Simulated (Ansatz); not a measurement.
ditellurium (Te2), triplet, geometry from GFN2-xTB (core potentials on Te), atoms displaced at random by about 0.08 Å a coordinate; Ansatz (an electronic-structure program) with HF/def2-SVP, gradient.

The Ansatz input:
Ansatz 0.2 input:
```yaml
crystal:
  periodic: [false, false, false]
  atoms:
    - {symbol: Te, position_ang: [-0.07452862, 0.11407896, -1.34296031]}
    - {symbol: Te, position_ang: [-0.01173440, 0.02271625, 1.28905208]}
basis:
  gaussian:
    orbitals: def2-SVP
hamiltonian:
  xc: hf
magnetization: {spin_polarized: true, initial_magnetization: 2}
output: {forces: true}
```

Question: Write the output that Ansatz gives for this input, abridged.

Answer: 
```
Functional definition: HF
668 factors; integrals over basis functions are off by at most 1.9e-4 eV
mean field evaluation 1: about -14530.9931 eV, gradient 4.7e0 eV
mean field evaluation 2: about -14531.1054 eV, gradient 5.0e0 eV
mean field evaluation 4: about -14531.4133 eV, gradient 7.7e-1 eV
mean field evaluation 8: about -14531.4261 eV, gradient 3.4e-3 eV
mean field evaluation 16: about -14531.4759 eV, gradient 4.4e-1 eV
mean field evaluation 32: about -14531.2698 eV, gradient 2.1e-1 eV
mean field evaluation 64: about -14530.1857 eV, gradient 4.3e0 eV
mean field evaluation 96: about -14531.4260 eV, gradient 4.0e-2 eV
mean field -14531.51563513 eV, -534.0233497759 hartree, gradient 2.5e-5 eV, S^2 2.022107; 7 other end points of the search recorded, 0 dependent functions left out
the calculation of the forces begins
reference -14531.51563513 eV, -534.0233497759 hartree; 25, 23 occupied and 27, 29 virtual orbitals, 668 factors
Total energy: -14531.51563513 eV, -534.0233497759 hartree
Atom 0 at    -0.074529     0.114079    -1.342960 Å, force     0.011085    -0.016129     0.464643 eV/Å
Atom 1 at    -0.011734     0.022716     1.289052 Å, force    -0.011085     0.016129    -0.464643 eV/Å
Dipole moment:    -0.000000     0.000000    -0.000000 e Å
```
